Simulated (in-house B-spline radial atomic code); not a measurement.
Whole-atom quantities along the 7-electron series, configuration [He] 2s2 2p3. Breit and QED terms are first order and not part of the total energy; the density at the nucleus is averaged over the nuclear charge. Computed with a radial B-spline atomic code at the basis-set limit: Dirac-Hartree-Fock, average of the configuration, finite nuclei.

| ion | Z | E/Z² (Eh) | Σ<r²> (bohr²) | n(0)/Z³ (bohr⁻³) | Lamb diamagnetic shielding (ppm) | repulsion over attraction | Breit energy (eV) | self-energy (eV) | vacuum polarisation (eV) | Dirac less non-relativistic energy (Eh) |
| --- | --- | --- | --- | --- | --- | --- | --- | --- | --- | --- |
| Sb44+ | 51 | -1.5939 | 0.072184 | 1.4873 | 3066.6 | 0.025334 | 79.747 | 94.579 | -12.427 | -137.69 |
| Te45+ | 52 | -1.5978 | 0.069071 | 1.5275 | 3137.63 | 0.024832 | 84.791 | 101.21 | -13.503 | -149.45 |
| I46+ | 53 | ? | ? | ? | ? | ? | ? | ? | ? | ? |
| Xe47+ | 54 | ? | ? | ? | ? | ? | ? | ? | ? | ? |
| Cs48+ | 55 | -1.6096 | 0.06078 | 1.6659 | 3354.65 | 0.023428 | 101.25 | 123.17 | -17.201 | -189.51 |
| Ba49+ | 56 | -1.6135 | 0.058324 | 1.7153 | 3428.39 | 0.022991 | 107.2 | 131.22 | -18.604 | -204.57 |
| La50+ | 57 | ? | ? | ? | ? | ? | ? | ? | ? | ? |
| Ce51+ | 58 | -1.6215 | 0.053805 | 1.8231 | 3578.1 | 0.02216 | 119.84 | 148.52 | -21.696 | -237.52 |
| Pr52+ | 59 | -1.6255 | 0.051725 | 1.8811 | 3654.13 | 0.021765 | 126.53 | 157.8 | -23.397 | -255.49 |
| Nd53+ | 60 | -1.6296 | 0.049753 | 1.9413 | 3730.98 | 0.021381 | 133.48 | 167.51 | -25.208 | -274.51 |
| Pm54+ | 61 | -1.6337 | 0.047881 | 2.0017 | 3808.68 | 0.02101 | 140.71 | 177.67 | -27.135 | -294.63 |
| Sm55+ | 62 | -1.6378 | 0.046104 | 2.0578 | 3887.22 | 0.020649 | 148.2 | 188.3 | -29.181 | -315.88 |
| Eu56+ | 63 | -1.6419 | 0.044415 | 2.1252 | 3966.71 | 0.020299 | 155.98 | 199.42 | -31.362 | -338.35 |
| Gd57+ | 64 | -1.6461 | 0.042807 | 2.194 | 4047.14 | 0.019959 | 164.04 | 211.04 | -33.68 | -362.07 |
| Tb58+ | 65 | -1.6504 | 0.041277 | 2.2826 | 4128.61 | 0.019628 | 172.4 | 223.18 | -36.154 | -387.14 |
| Dy59+ | 66 | -1.6546 | 0.039818 | 2.3443 | 4210.98 | 0.019307 | 181.06 | 235.87 | -38.762 | -413.49 |
| Ho60+ | 67 | -1.659 | 0.038427 | 2.4315 | 4294.49 | 0.018994 | 190.03 | 249.12 | -41.549 | -441.32 |
| Er61+ | 68 | -1.6634 | 0.0371 | 2.5138 | 4379.06 | 0.01869 | 199.32 | 262.96 | -44.502 | -470.61 |
| Tm62+ | 69 | -1.6678 | 0.035832 | 2.611 | 4464.81 | 0.018393 | 208.94 | 277.4 | -47.646 | -501.48 |
| Yb63+ | 70 | -1.6724 | 0.034621 | 2.6959 | 4551.66 | 0.018104 | 218.89 | 292.47 | -50.969 | -533.9 |
| Lu64+ | 71 | -1.6769 | 0.033462 | 2.7888 | 4639.75 | 0.017823 | 229.18 | 308.2 | -54.499 | -568 |

(1) Fill in the row of I46+.

(2) Fill in the row of Xe47+.

(3) Fill in the row of La50+.

(4) With what power of Z does the column «Breit energy (eV)» change over this range?

## Answers

(1) E/Z² (Eh): -1.6017; Σ<r²> (bohr²): 0.066141; n(0)/Z³ (bohr⁻³): 1.5723; Lamb diamagnetic shielding (ppm): 3209.3; repulsion over attraction: 0.024347; Breit energy (eV): 90.053; self-energy (eV): 108.17; vacuum polarisation (eV): -14.655; Dirac less non-relativistic energy (Eh): -161.99.

(2) E/Z² (Eh): -1.6057; Σ<r²> (bohr²): 0.063382; n(0)/Z³ (bohr⁻³): 1.6176; Lamb diamagnetic shielding (ppm): 3281.63; repulsion over attraction: 0.023879; Breit energy (eV): 95.538; self-energy (eV): 115.49; vacuum polarisation (eV): -15.886; Dirac less non-relativistic energy (Eh): -175.33.

(3) E/Z² (Eh): -1.6175; Σ<r²> (bohr²): 0.056002; n(0)/Z³ (bohr⁻³): 1.7682; Lamb diamagnetic shielding (ppm): 3502.86; repulsion over attraction: 0.022569; Breit energy (eV): 113.4; self-energy (eV): 139.67; vacuum polarisation (eV): -20.1; Dirac less non-relativistic energy (Eh): -220.56.

(4) A fit of the logarithm of its size against log Z from Z = 51 to 71 has slope 3.19.
